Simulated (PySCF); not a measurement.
CH2I, SMILES [CH2]I (connectivity only; charge and spin as stated), charge +1, multiplicity 1.

Geometry optimised at PBE-D3(BJ)/def2-TZVP. The spin state was assumed, not searched. The isomer is the one that the SMILES or the coordinates give; other isomers of the formula were not compared. The def2 effective core potentials stand for the cores of I; spin–orbit coupling is left out.

Level of theory: PBE-D3(BJ)/def2-TZVP in PySCF.

Frequencies are harmonic and unscaled.

Problem. Estimate the vibrational spectrum. (The exact figures need the calculation; the answer reports its results.)

Solution. 
```
mode  ν (cm⁻¹)  IR (km/mol)  moving atoms (share of kinetic energy)
----  --------  -----------  --------------------------------------
1          744         38.7                  C 77 %, H 14 %, I 10 %
2          861          2.5                          H 87 %, C 12 %
3          971         42.6                          H 78 %, C 21 %
4         1363          0.1                          H 89 %, C 11 %
5         3041         31.6                                  H 96 %
6         3181         45.6                          H 89 %, C 11 %
```
